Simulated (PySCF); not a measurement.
[VBr4]-: what the settings change

The complex [VBr4]- (charge -1) contains V(III), shell d2. The structure is a PBE0-D3(BJ)/def2-SVP geometry optimised for multiplicity 3; coordination tetrahedral, point group Td, metal–donor distances 2.38 Å.

```
5

V     0.000    0.000    0.000
Br    1.373    1.373    1.373
Br    1.373   -1.373   -1.373
Br   -1.373   -1.373    1.373
Br   -1.373    1.373   -1.373
```

Method (PySCF 2.14, density fitting): CASSCF(2,5) with orbitals averaged over all microstates of the shell, strongly contracted NEVPT2 on the averaged canonical orbitals; basis x2c-TZVPall on the metal, x2c-SVPall elsewhere; spin-free X2C; IEF-PCM dichloromethane; spin-orbit coupling by state interaction with the mean-field operator over all roots.

Base run: NEVPT2 ground state 3A2, next 3T2 at 6314, then 3T1 at 10593 cm⁻¹, 10Dq(CASSCF) 4939, B(CASSCF) 877, ζ 112 cm⁻¹, g 1.919 1.919 1.919, μeff(300 K) 2.82 μB.

**Question.** What happens with the basis x2c-TZVPall on all atoms?

**Answer.** NEVPT2 ground state 3A2, next 3T2 at 6211, then 3T1 at 10428 cm⁻¹, 10Dq(CASSCF) 4931, B(CASSCF) 876, ζ 112 cm⁻¹, g 1.917 1.917 1.917, μeff(300 K) 2.82 μB. It took 48 s against 26 s on a shared host of the same kind.

**Question.** What happens with orbitals averaged over the highest spin alone?

**Answer.** NEVPT2 ground state 3A2, next 3T2 at 6272, then 3T1 at 10532 cm⁻¹, 10Dq(CASSCF) 4954, B(CASSCF) 890, ζ 116 cm⁻¹, g 1.916 1.916 1.916, μeff(300 K) 2.82 μB.

Charge-transfer states lie outside this active space and may come lower than some of these levels. NEVPT2 lifts 3T2 from 5407 to 6314 cm⁻¹; on the d shell alone such lifts tend to overshoot. NEVPT2 on the d shell alone tends to put d–d bands too high for such charged or covalently bound ions.
